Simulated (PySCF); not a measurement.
Simulated Ti 2p region for Ti(OtBu)Cl3 (`CC(C)(C)[O][Ti]([Cl])([Cl])[Cl]`), binding energy against the vacuum level.

Every computed line was given a Gaussian of 0.5 eV full width at half maximum and an area set by the number of equivalent atoms (split 2:1 within a doublet); the highest printed point is 100. Theory: delta-SCF UKS SCAN, pcX-2 on the ionised atom (unc-x2c-TZVPall on a metal), pcseg-1 elsewhere, spin-free X2C (PySCF).

```json
{"binding energy (eV)": "463.0", "intensity": "2"}
{"binding energy (eV)": "463.2", "intensity": "19"}
{"binding energy (eV)": "463.4", "intensity": "69"}
{"binding energy (eV)": "463.6", "intensity": "100"}
{"binding energy (eV)": "463.8", "intensity": "60"}
{"binding energy (eV)": "464.0", "intensity": "15"}
{"binding energy (eV)": "464.2", "intensity": "2"}
{"binding energy (eV)": "464.4", "intensity": "0"}
{"binding energy (eV)": "464.6", "intensity": "0"}
{"binding energy (eV)": "464.8", "intensity": "0"}
{"binding energy (eV)": "465.0", "intensity": "0"}
{"binding energy (eV)": "465.2", "intensity": "0"}
{"binding energy (eV)": "465.4", "intensity": "0"}
{"binding energy (eV)": "465.6", "intensity": "0"}
{"binding energy (eV)": "465.8", "intensity": "0"}
{"binding energy (eV)": "466.0", "intensity": "0"}
{"binding energy (eV)": "466.2", "intensity": "0"}
{"binding energy (eV)": "466.4", "intensity": "0"}
{"binding energy (eV)": "466.6", "intensity": "0"}
{"binding energy (eV)": "466.8", "intensity": "0"}
{"binding energy (eV)": "467.0", "intensity": "0"}
{"binding energy (eV)": "467.2", "intensity": "0"}
{"binding energy (eV)": "467.4", "intensity": "0"}
{"binding energy (eV)": "467.6", "intensity": "0"}
{"binding energy (eV)": "467.8", "intensity": "0"}
{"binding energy (eV)": "468.0", "intensity": "0"}
{"binding energy (eV)": "468.2", "intensity": "0"}
{"binding energy (eV)": "468.4", "intensity": "0"}
{"binding energy (eV)": "468.6", "intensity": "0"}
{"binding energy (eV)": "468.8", "intensity": "3"}
{"binding energy (eV)": "469.0", "intensity": "18"}
{"binding energy (eV)": "469.2", "intensity": "44"}
{"binding energy (eV)": "469.4", "intensity": "45"}
{"binding energy (eV)": "469.6", "intensity": "19"}
{"binding energy (eV)": "469.8", "intensity": "3"}
{"binding energy (eV)": "470.0", "intensity": "0"}
```

Problem. Count the maxima, the lines and the sites behind this envelope.

Solution. The curve has 2 maxima (at 463.6 and 469.3 eV). Under it lie 2 lines from 1 inequivalent titanium site, drawn as a 2p3/2, 2p1/2 pair.

Problem. Decompose the envelope and assign each component. Bonds: Ti1–O2, Ti1–Cl16, Ti1–Cl17, Ti1–Cl18, O2–C3, C3–C4, C3–C5, C3–C6. Hydrogens: H7, H8, H9 on C4; H10, H11, H12 on C5; H13, H14, H15 on C6.

Solution. 
```
position (eV)  relative area      line  atoms                    environment
       463.59           0.67  Ti 2p3/2    Ti1  titanium bonded to 3 Cl and O
       469.31           0.33  Ti 2p1/2    Ti1  titanium bonded to 3 Cl and O
```

Problem. What are the centre and the root-mean-square width of the whole band?

Solution. The area-weighted mean of the lines is 465.49 eV. Their own spread about it is 2.70 eV (rms) and each Gaussian has σ = 0.5/2.355 = 0.21 eV; the variances add, which gives 2.71 eV.

Shake-up satellites, vibrational structure and lifetime widths aren't simulated. The 2p values aren't plain energy differences: one relaxed spin-free 2p hole is combined with a matrix within the shell (ground-state 2p orbital-energy differences and spin–orbit coupling). 2p3/2, the mean of its two sublevels, lies a third of the splitting below the shell's mean and 2p1/2 two thirds above it; the statistical areas are 2:1. 2p1/2 minus 2p3/2 (ligand field included): Ti 5.72 eV. Satellites of the metal's 2p lines aren't described. Geometry: PBE0-D3(BJ)/def2-SVP; no solvent, vibrations or thermal averaging. Metal 2p energies of this one-determinant scheme are less reliable than its 1s energies.
